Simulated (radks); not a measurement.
Results of a calculation; reference values are marked as such.
Species: Ce IV. Configuration: [Xe] 4f1 (the NIST ground configuration). Code: a radial shooting solver on a logarithmic mesh with Libxc functionals. Model: Dirac Kohn-Sham, PBE, spin-unpolarised, spherical densities, finite nucleus; open shells fill j = l - 1/2 first; Fermi nuclear charge, rms radius 4.8771 fm.

Spin-orbit splittings of the eigenvalues, e(l+1/2) - e(l-1/2), with zeta = 2 splitting/(2l+1) and mean radii in bohr:

shell  occ.  splitting (eV)  zeta (eV)  <r> j=l-1/2  <r> j=l+1/2
2p        6           446.6      297.7      0.08795      0.09415
3p        6           87.77      58.51       0.2681       0.2802
3d       10           18.85      7.539       0.2513       0.2551
4p        6           18.85      12.57       0.6561       0.6833
4d       10           3.304      1.321       0.7386       0.7482
4f        1          0.3423    0.09780        1.056        1.065
5p        6           2.883      1.922        1.667        1.738
5d        0          0.3167     0.1267        2.325        2.354
